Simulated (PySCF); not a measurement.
## Sr⁺ (strontium, charge +1) across methods

[Kr] 5s1, 2S determinant. Computed with PySCF 2.14 in aug-cc-pVDZ-X2C (7s6p4d, 45 functions), with the spin-free X2C one-electron Hamiltonian (Gaussian nucleus).

```
 method  E (hartree)  mean ε 4p β (eV)  mean ε 4p α (eV)  mean ε 5s α (eV)  Σ⟨r²⟩ (bohr²)   ⟨S²⟩
 M06-2X     -3179.25           -32.941           -32.937           -10.027          44.10  0.750
wB97M-V     -3178.81           -33.702           -33.800           -10.715          44.62  0.750
LC-wPBE     -3178.70           -34.289           -34.383           -10.908          44.43  0.750
    LDA     -3174.88           -29.500           -29.606            -8.909          43.94  0.750
    PBE     -3178.67           -29.344           -29.475            -8.717          44.23  0.750
   PBE0     -3178.75           -31.274           -31.399            -9.252          44.30  0.750
  wB97X     -3179.13           -33.874           -33.885           -10.602          44.54  0.750
 r2SCAN     -3179.04           -30.009           -30.088            -8.747          44.31  0.750
    UHF  -3177.17025           -35.817           -35.925           -10.466          45.22  0.750
```
